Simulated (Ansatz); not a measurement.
Molecule: C$_{3}$H$_{9}$Ga (charge 0, singlet). 
Coordinates optimised at B3LYP-D3(BJ)/def2-TZVP (Ansatz, a program for electronic structure):
```xyz
13

C      1.9313    -0.4514    -0.1479
Ga     0.0000    -0.0001     0.0001
C     -0.5550     1.8431     0.5000
C     -1.3764    -1.3916    -0.3524
H      2.4129     0.1962    -0.8852
H      2.1001    -1.4891    -0.4355
H      2.4325    -0.2700     0.8066
H     -1.1635     1.8187     1.4078
H      0.2931     2.5065     0.6695
H     -1.1798     2.2730    -0.2873
H     -1.2349    -2.2392     0.3232
H     -2.3932    -1.0182    -0.2314
H     -1.2673    -1.7773    -1.3695
```

Basis-set convergence of Hartree-Fock and MP2 correlation energies (hartree) with Ansatz. Valence correlation only, unless marked. Spin-orbit coupling is left out. Frozen are the shells of the preceding noble gas and the d and f shells that filled before the atom's block. No relativistic terms.

| basis | functions | E(HF) | E(corr, MP2) |
|---|---|---|---|
| aug-cc-pVDZ | 186 | -2042.06995 | -0.53116 |
| aug-cc-pVTZ | 404 | -2042.17601 | -0.63265 |
| aug-cc-pVQZ | 747 | -2042.18583 | -0.66534 |

Extrapolating the two largest sets (X = 3 and 4) as X^-3: E(corr) = (64·(-0.66534) - 27·(-0.63265))/37 = -0.6892 Eh, an estimate of the basis-set limit. The largest set recovers 96.5 % of it, the smallest 77.1 %.
